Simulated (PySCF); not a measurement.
Vertical excitations of a molecule C₅H₆O from TDDFT-PBE/def2-SVPD run with PySCF 2.14.0, as energy in eV (oscillator strength): 4.24 (0.004), 5.23 (0.201), 5.34 (0.008), 5.61 (0.040), 5.79 (0.013), 6.12 (0.001), 6.22 (0.010), 6.43 (0.015), 6.79 (0.019), 6.84 (0.011). Lowest triplet (TDA): 3.97 eV. Coordinates come from a B3LYP-D3(BJ)/def2-SVP optimisation. The values are those of a single conformer.

### Question
Pick the molecule that these values belong to.
(A) C#C[C@H]1CCO1
(B) C=C=COC=C
(C) C#CC1COC1
(D) C=C1COC1=C

### Answer
B, C=C=COC=C
